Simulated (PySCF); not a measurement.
A structure optimised at PBE-D3(BJ)/def2-TZVP, used in a PySCF frequency run:

```
Ge
H 1 1.5469
H 1 1.5469 2 108.58
H 1 1.5522 2 108.21 3 -117.23
Si 1 2.3800 2 109.78 4 -122.74
H 5 1.4992 1 113.30 2 -176.93
H 5 1.4992 6 109.42 1 127.47
```
Charge 0, spin multiplicity 2.

Q: Write its SMILES, formula and point group.

A: [SiH2][GeH3], GeH5Si, Cs

Q: What are its rotational constants (standard atomic weights)?

A: 50.059, 3.7760, 3.7121 GHz
